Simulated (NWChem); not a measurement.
Program: NWChem. System: H2ClNTe, charge 0, spin multiplicity 1, at a geometry optimised with B3LYP/def2-SVP with def2 effective core potentials on Te. The structure started from a generated list of species. Level: B3LYP/def2-SVP with def2 effective core potentials on Te, VWN1-RPA local correlation.

Job file:

```
start mol
memory heap 200 mb stack 800 mb global 1000 mb
geometry units angstroms nocenter noautoz noautosym
  Te    -0.508487    -0.167775     0.000000
  Cl     1.220626     1.542724     0.000000
  N      0.510886    -1.903653     0.000000
  H      1.057236    -2.088209    -0.839937
  H      1.057236    -2.088209     0.839937
end
basis spherical
  * library def2-svp
end
ecp
  Te library def2-ecp
end
dft
  xc b3lyp
  semidirect memsize 60000000 filesize 0
  iterations 100
end
task dft energy
```

Output (cleaned and shortened):

```
             Northwest Computational Chemistry Package (NWChem) 7.3.0
             --------------------------------------------------------

                                NWChem Input Module
                                -------------------

 Scaling coordinates for geometry "geometry" by  1.889725989
 (inverse scale =  0.529177249)

                             Geometry "geometry" -> ""
                             -------------------------

 Output coordinates in angstroms (scale by  1.889725989 to convert to a.u.)

  No.       Tag          Charge          X              Y              Z
 ---- ---------------- ---------- -------------- -------------- --------------
    1 Te                  52.0000    -0.50848700    -0.16777500     0.00000000
    2 Cl                  17.0000     1.22062600     1.54272400     0.00000000
    3 N                    7.0000     0.51088600    -1.90365300     0.00000000
    4 H                    1.0000     1.05723600    -2.08820900    -0.83993700
    5 H                    1.0000     1.05723600    -2.08820900     0.83993700

 Effective nuclear repulsion energy (a.u.)     339.3592118720

            Nuclear Dipole moment (a.u.)
            ----------------------------
        X                 Y               Z
 ---------------- ---------------- ----------------
    -0.0000151178     0.0000359048     0.0000000000


 Summary of "ao basis" -> "" (spherical)
 ------------------------------------------------------------------------------
       Tag                 Description            Shells   Functions and Types
 ---------------- ------------------------------  ------  ---------------------
 *                          def2-svp                  on all atoms

                                 NWChem DFT Module
                                 -----------------

 Summary of "ao basis" -> "ao basis" (spherical)
 ------------------------------------------------------------------------------
       Tag                 Description            Shells   Functions and Types
 ---------------- ------------------------------  ------  ---------------------
 Te                         def2-svp                10       26   4s4p2d
 Cl                         def2-svp                 8       18   4s3p1d
 N                          def2-svp                 6       14   3s2p1d
 H                          def2-svp                 3        5   2s1p

 Summary of "ao basis" -> "ao basis" (spherical)
 ------------------------------------------------------------------------------
       Tag                 Description            Shells   Functions and Types
 ---------------- ------------------------------  ------  ---------------------
 Te                         def2-svp                10       26   4s4p2d
 Cl                         def2-svp                 8       18   4s3p1d
 N                          def2-svp                 6       14   3s2p1d
 H                          def2-svp                 3        5   2s1p

            General Information
            -------------------
          SCF calculation type: DFT
          Wavefunction type:  closed shell.
          No. of atoms     :     5
          No. of electrons :    50
           Alpha electrons :    25
            Beta electrons :    25
          Charge           :     0
          Spin multiplicity:     1
          Use of symmetry is: off; symmetry adaption is: off
          Maximum number of iterations: 100
          AO basis - number of functions:    68
                     number of shells:    30
[...]
   convergence    iter        energy       DeltaE   RMS-Dens  Diis-err    time
 ---------------- ----- ----------------- --------- --------- ---------  ------
 d= 0,ls=0.0,diis     1   -784.0495321440 -9.57D+02  1.79D-02  3.28D-01     2.8
 d= 0,ls=0.0,diis     2   -784.0501049038 -5.73D-04  9.49D-03  2.53D-01     3.4
 d= 0,ls=0.0,diis     3   -784.0851133702 -3.50D-02  2.66D-03  3.93D-02     4.0
 d= 0,ls=0.0,diis     4   -784.0906316007 -5.52D-03  6.43D-04  2.55D-03     4.7
 d= 0,ls=0.0,diis     5   -784.0908946581 -2.63D-04  2.90D-04  4.72D-04     5.4
  Resetting Diis
 d= 0,ls=0.0,diis     6   -784.0909472462 -5.26D-05  9.69D-05  4.08D-05     6.0
 d= 0,ls=0.0,diis     7   -784.0909537413 -6.50D-06  2.41D-05  4.54D-07     6.8
 d= 0,ls=0.0,diis     8   -784.0909536310  1.10D-07  1.53D-05  1.20D-06     7.4
 d= 0,ls=0.0,diis     9   -784.0909538164 -1.85D-07  2.42D-06  5.27D-08     8.1

         Total DFT energy =     -784.090953816370
      One electron energy =    -1522.955845395031
           Coulomb energy =      622.717712956843
    Exchange-Corr. energy =      -56.798727360547
 Nuclear repulsion energy =      172.945905982365

 Numeric. integr. density =       50.000002986538

     Total iterative time =      7.2s

                       DFT Final Molecular Orbital Analysis
                       ------------------------------------

 Vector   23  Occ=2.000000D+00  E=-3.059121D-01
              MO Center=  8.8D-01,  5.9D-01, -8.4D-11, r^2= 3.6D+00
   Bfn.  Coefficient  Atom+Function         Bfn.  Coefficient  Atom+Function
  ----- ------------  ---------------      ----- ------------  ---------------
    37      0.526559  2 Cl px                34      0.379370  2 Cl px
    48     -0.253415  3 N  px                31      0.222334  2 Cl px
    47     -0.208318  3 N  s                 51      0.198645  3 N  px
     3      0.179276  1 Te s                 38     -0.165976  2 Cl py
     4      0.144966  1 Te s                 35     -0.120564  2 Cl py

 Vector   24  Occ=2.000000D+00  E=-2.876389D-01
              MO Center=  7.3D-01, -5.6D-01,  1.6D-10, r^2= 4.1D+00
   Bfn.  Coefficient  Atom+Function         Bfn.  Coefficient  Atom+Function
  ----- ------------  ---------------      ----- ------------  ---------------
    38      0.412069  2 Cl py                49     -0.351844  3 N  py
    35      0.295260  2 Cl py                52      0.293764  3 N  py
    48     -0.289051  3 N  px                51      0.231898  3 N  px
    32      0.172201  2 Cl py                37     -0.119900  2 Cl px
    34     -0.093465  2 Cl px                46     -0.088727  3 N  s

 Vector   25  Occ=2.000000D+00  E=-2.202903D-01
              MO Center= -2.3D-01,  6.8D-02,  5.3D-09, r^2= 3.1D+00
   Bfn.  Coefficient  Atom+Function         Bfn.  Coefficient  Atom+Function
  ----- ------------  ---------------      ----- ------------  ---------------
    13      0.580595  1 Te pz                16      0.510911  1 Te pz
    39     -0.322054  2 Cl pz                10     -0.222608  1 Te pz
    36     -0.216256  2 Cl pz                 7     -0.173148  1 Te pz
    33     -0.125030  2 Cl pz                59      0.083281  4 H  s
    64     -0.083281  5 H  s                 60      0.070479  4 H  s

 Vector   26  Occ=0.000000D+00  E=-8.106201D-02
              MO Center= -1.0D-01,  8.8D-02,  4.6D-09, r^2= 3.7D+00
   Bfn.  Coefficient  Atom+Function         Bfn.  Coefficient  Atom+Function
  ----- ------------  ---------------      ----- ------------  ---------------
    14      0.485408  1 Te px                11      0.410966  1 Te px
    15      0.398873  1 Te py                37      0.367360  2 Cl px
    38      0.366654  2 Cl py                12      0.347488  1 Te py
     3      0.292737  1 Te s                 30     -0.237147  2 Cl s
    34      0.202387  2 Cl px                35      0.194240  2 Cl py

 Vector   27  Occ=0.000000D+00  E=-4.047219D-02
              MO Center= -1.6D-01, -5.1D-01, -1.3D-09, r^2= 3.9D+00
   Bfn.  Coefficient  Atom+Function         Bfn.  Coefficient  Atom+Function
  ----- ------------  ---------------      ----- ------------  ---------------
    47      0.841920  3 N  s                 15      0.651254  1 Te py
    14     -0.399310  1 Te px                12      0.339216  1 Te py
    52      0.313605  3 N  py                60     -0.269445  4 H  s
    65     -0.269445  5 H  s                 49     -0.259978  3 N  py
    11     -0.251766  1 Te px                 3     -0.244857  1 Te s

 Vector   28  Occ=0.000000D+00  E= 6.887334D-02
              MO Center=  1.0D+00, -1.8D+00, -6.6D-09, r^2= 4.4D+00
   Bfn.  Coefficient  Atom+Function         Bfn.  Coefficient  Atom+Function
  ----- ------------  ---------------      ----- ------------  ---------------
    47      1.082507  3 N  s                 60     -1.024493  4 H  s
    65     -1.024493  5 H  s                 51      0.484611  3 N  px
     3      0.442797  1 Te s                 15     -0.374891  1 Te py
    52     -0.280445  3 N  py                48     -0.267418  3 N  px
    49      0.193859  3 N  py                14      0.171647  1 Te px

 center of mass
 --------------
 x =  -0.14716084 y =   0.01343537 z =   0.00000000

 moments of inertia (a.u.)
 ------------------
         527.912068925115        -210.562249288579           0.000000000000
        -210.562249288579         328.261097772061           0.000000000000
           0.000000000000           0.000000000000         846.016850446844

     Multipole analysis of the density
     ---------------------------------

     L   x y z        total         alpha         beta         nuclear
     -   - - -        -----         -----         ----         -------
     0   0 0 0     -0.000000    -25.000000    -25.000000     50.000000

     1   1 0 0     -0.134729    -13.519972    -13.519972     26.905216
     1   0 1 0     -0.846847     -4.862124     -4.862124      8.877402
     1   0 0 1     -0.000000     -0.000000     -0.000000      0.000000

     2   2 0 0    -31.690233    -79.404200    -79.404200    127.118167
     2   1 1 0     -3.769144    -42.660199    -42.660199     81.551253
     2   1 0 1      0.000000      0.000000      0.000000      0.000000
     2   0 2 0    -33.515312   -151.072553   -151.072553    268.629793
     2   0 1 1      0.000000      0.000000      0.000000      0.000000
     2   0 0 2    -33.874802    -19.456766    -19.456766      5.038730

 Task  times  cpu:        8.1s     wall:        8.1s

 Total times  cpu:        8.1s     wall:        8.1s
```
